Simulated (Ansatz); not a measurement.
Cu₆Se₃⁻. The state is a doublet with charge -1. Geometry PBE-D4/def2-SVP; atoms count from 1.

```xyz
9

Cu    0.5375   -1.5408   -0.3558
Cu    0.1238    0.0570    1.6707
Cu   -1.7829   -0.7313    0.1960
Cu   -1.0924    1.5798    0.0858
Cu   -0.7166    0.1120   -1.7959
Cu    1.2784    0.9646   -0.4997
Se   -0.5907   -2.1953    1.6216
Se    1.4927   -0.5673   -2.2916
Se    0.7502    2.3214    1.3690
```

No other spin state of charge -1 was run. The structure comes from a short search, and lower isomers may exist.

(1) Estimate the Mulliken populations from the PBE/def2-SVP orbitals of Ansatz.

(2) Where does the spin sit?

(3) And the Mayer bond orders between bonded heavy atoms (over 0.3)?

Results:

(1) 
```tsv
atom	charge (e)	spin (α − β)	d electrons
Cu1	0.01	0.03	9.63
Cu2	0.00	0.03	9.63
Cu3	-0.05	0.23	9.66
Cu4	-0.05	0.23	9.66
Cu5	-0.05	0.23	9.66
Cu6	0.01	0.03	9.63
Se7	-0.29	0.07	–
Se8	-0.29	0.07	–
Se9	-0.29	0.07	–
```
Mulliken values and Mayer orders depend strongly on the basis.

(2) Summed by element: Cu 0.79, Se 0.21, of 1 unpaired in all. Largest on single atoms: Cu3 0.23, Cu5 0.23, Cu4 0.23.

(3) Cu1–Se7 0.74 (2.37 Å); Cu1–Se8 0.74 (2.37 Å); Cu2–Se7 0.74 (2.36 Å); Cu2–Se9 0.74 (2.37 Å); Cu3–Cu4 0.51 (2.41 Å); Cu3–Cu5 0.52 (2.41 Å); Cu3–Se7 0.77 (2.37 Å); Cu4–Cu5 0.51 (2.42 Å); Cu4–Se9 0.77 (2.36 Å); Cu5–Se8 0.77 (2.36 Å); Cu6–Se8 0.74 (2.37 Å); Cu6–Se9 0.74 (2.37 Å).
